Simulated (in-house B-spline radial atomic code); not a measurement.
Computed with a B-spline radial atomic code. Model: two electrons, singlet ground state, non-relativistic, full CI in B-splines with partial waves to l = 8 (at full coupling up to 3e-4 hartree above the limit, correlation up to 0.6 % small), density held at that of full coupling by Lieb maximisation.

Along the adiabatic connection the electron repulsion is scaled by a coupling λ while a local potential keeps the density fixed. At λ = 0 the system is the Kohn-Sham one and W equals the exchange energy; the exchange-correlation energy is the area under W between 0 and 1. The kinetic energy rises with λ as the electrons avoid each other, with dT/dλ = −λ dW/dλ.

Command:
```bash
python run_ac.py task.json out
```
Settings (lengths in bohr, energies in hartree):
```
potential              ball
strength               1
lmax                   8
wall_radius            1.05
```

Cost of the run: 2.3 s on 1 thread of Intel(R) Xeon(R) Processor @ 2.30GHz, with other jobs on the host.

**W = mean repulsion less Hartree energy, and W of three functionals.**

Given: confinement empty hard sphere; hard wall radius 1.05 bohr; external potential zero inside.

Computed: LDA exchange minus exact 223.55 millihartree; PBE exchange minus exact 70.158 millihartree.

```json
{"coupling": "0", "W xc (hartree)": "-1.6731", "W xc minus exchange (millihartree)": "0", "kinetic minus Kohn-Sham (millihartree)": "0", "LDA (PW92) W minus its exchange (millihartree)": "0", "PBE W minus its exchange (millihartree)": "0", "SCAN W minus its exchange (millihartree)": "0"}
{"coupling": "0.02", "W xc (hartree)": "-1.6753", "W xc minus exchange (millihartree)": "-2.229", "kinetic minus Kohn-Sham (millihartree)": "0", "LDA (PW92) W minus its exchange (millihartree)": "-13.33", "PBE W minus its exchange (millihartree)": "-4.09", "SCAN W minus its exchange (millihartree)": "-1.96"}
{"coupling": "0.05", "W xc (hartree)": "-1.6787", "W xc minus exchange (millihartree)": "-5.546", "kinetic minus Kohn-Sham (millihartree)": "0.1", "LDA (PW92) W minus its exchange (millihartree)": "-27.79", "PBE W minus its exchange (millihartree)": "-9.96", "SCAN W minus its exchange (millihartree)": "-4.85"}
{"coupling": "0.12", "W xc (hartree)": "?", "W xc minus exchange (millihartree)": "?", "kinetic minus Kohn-Sham (millihartree)": "?", "LDA (PW92) W minus its exchange (millihartree)": "?", "PBE W minus its exchange (millihartree)": "?", "SCAN W minus its exchange (millihartree)": "?"}
{"coupling": "0.25", "W xc (hartree)": "-1.7", "W xc minus exchange (millihartree)": "-26.903", "kinetic minus Kohn-Sham (millihartree)": "3.3", "LDA (PW92) W minus its exchange (millihartree)": "-92.69", "PBE W minus its exchange (millihartree)": "-44.35", "SCAN W minus its exchange (millihartree)": "-23.23"}
{"coupling": "0.4", "W xc (hartree)": "-1.7152", "W xc minus exchange (millihartree)": "-42.092", "kinetic minus Kohn-Sham (millihartree)": "8.2", "LDA (PW92) W minus its exchange (millihartree)": "-128.26", "PBE W minus its exchange (millihartree)": "-66.61", "SCAN W minus its exchange (millihartree)": "-36.22"}
{"coupling": "0.6", "W xc (hartree)": "-1.7344", "W xc minus exchange (millihartree)": "-61.306", "kinetic minus Kohn-Sham (millihartree)": "17.8", "LDA (PW92) W minus its exchange (millihartree)": "-167.7", "PBE W minus its exchange (millihartree)": "-93.17", "SCAN W minus its exchange (millihartree)": "-52.66"}
{"coupling": "0.8", "W xc (hartree)": "-1.7525", "W xc minus exchange (millihartree)": "-79.41", "kinetic minus Kohn-Sham (millihartree)": "30.5", "LDA (PW92) W minus its exchange (millihartree)": "-201.31", "PBE W minus its exchange (millihartree)": "-117.07", "SCAN W minus its exchange (millihartree)": "-68.22"}
{"coupling": "1", "W xc (hartree)": "-1.7696", "W xc minus exchange (millihartree)": "-96.479", "kinetic minus Kohn-Sham (millihartree)": "45.8", "LDA (PW92) W minus its exchange (millihartree)": "-230.86", "PBE W minus its exchange (millihartree)": "-138.88", "SCAN W minus its exchange (millihartree)": "-82.99"}
{"coupling": "1.4", "W xc (hartree)": "-1.8009", "W xc minus exchange (millihartree)": "-127.8", "kinetic minus Kohn-Sham (millihartree)": "83.3", "LDA (PW92) W minus its exchange (millihartree)": "-281.44", "PBE W minus its exchange (millihartree)": "-177.66", "SCAN W minus its exchange (millihartree)": "-110.46"}
{"coupling": "2", "W xc (hartree)": "-1.8418", "W xc minus exchange (millihartree)": "-168.66", "kinetic minus Kohn-Sham (millihartree)": "152.4", "LDA (PW92) W minus its exchange (millihartree)": "-342.97", "PBE W minus its exchange (millihartree)": "-226.88", "SCAN W minus its exchange (millihartree)": "-147.25"}
{"coupling": "3", "W xc (hartree)": "-1.897", "W xc minus exchange (millihartree)": "-223.85", "kinetic minus Kohn-Sham (millihartree)": "289.2", "LDA (PW92) W minus its exchange (millihartree)": "-422.04", "PBE W minus its exchange (millihartree)": "-292.76", "SCAN W minus its exchange (millihartree)": "-199.24"}
{"coupling": "4.5", "W xc (hartree)": "?", "W xc minus exchange (millihartree)": "?", "kinetic minus Kohn-Sham (millihartree)": "?", "LDA (PW92) W minus its exchange (millihartree)": "?", "PBE W minus its exchange (millihartree)": "?", "SCAN W minus its exchange (millihartree)": "?"}
{"coupling": "7", "W xc (hartree)": "-2.0267", "W xc minus exchange (millihartree)": "-353.59", "kinetic minus Kohn-Sham (millihartree)": "903.1", "LDA (PW92) W minus its exchange (millihartree)": "-607.88", "PBE W minus its exchange (millihartree)": "-455.82", "SCAN W minus its exchange (millihartree)": "-336.27"}
{"coupling": "10", "W xc (hartree)": "-2.0787", "W xc minus exchange (millihartree)": "-405.57", "kinetic minus Kohn-Sham (millihartree)": "1339.2", "LDA (PW92) W minus its exchange (millihartree)": "-688.07", "PBE W minus its exchange (millihartree)": "-528.69", "SCAN W minus its exchange (millihartree)": "-398.1"}
```

Question: What belongs in the row 0.12?

Answer: W xc (hartree): -1.6863; W xc minus exchange (millihartree): -13.17; kinetic minus Kohn-Sham (millihartree): 0.8; LDA (PW92) W minus its exchange (millihartree): -54.37; PBE W minus its exchange (millihartree): -22.8; SCAN W minus its exchange (millihartree): -11.45.

Question: What belongs in the row 4.5?

Answer: W xc (hartree): -1.9584; W xc minus exchange (millihartree): -285.3; kinetic minus Kohn-Sham (millihartree): 517; LDA (PW92) W minus its exchange (millihartree): -508.73; PBE W minus its exchange (millihartree): -367.63; SCAN W minus its exchange (millihartree): -261.19.

Question: What is the SCAN exchange minus exact?

Answer: -16.776 millihartree.

**Energy parts, natural occupations and partial-wave weights.**

Computed: total energy 10.5885 hartree; exchange energy -1.6731 hartree; correlation energy -0.050643 hartree; kinetic part of the DFT correlation energy 0.045837 hartree; initial slope twice GL2 -0.11179 hartree; kinetic part over minus potential part 0.47509; Lieb Oxford ratio E_xc over LDA exchange 1.1892.

| natural | occupation of the shell (electrons) |
| --- | --- |
| s | 1.9919 |
| p | 0.0075044 |
| d | ? |
| s | 0.0001728 |
| f | 4.3347e-05 |
| p | 3.3893e-05 |

Question: What belongs in the row d?

Answer: occupation of the shell (electrons): 0.00032513.

```tsv
wave	weight
s	0.99603
p	?
d	0.000167
f	2.308e-05
g	5.2779e-06
```

Question: What belongs in the row p?

Answer: weight: 0.00377.

Question: What is the Kohn-Sham kinetic?

Answer: 8.966 hartree.

Question: What is the Hartree energy?

Answer: 3.3462 hartree.

Half-way to full coupling W has made 54 % of its drop, against 50 % for a straight line, and second-order (GL2) theory, half the initial slope, overshoots the correlation energy by about 10 %: a moderate bend, as in light atoms. Over couplings 0 to 1 the errors in E_xc come to about +135 millihartree for LDA, +44 millihartree for PBE, -10 millihartree for SCAN, so SCAN is nearest. In LDA and PBE and SCAN the errors of exchange and correlation have opposite signs, so the sum is smaller than the larger of the two.
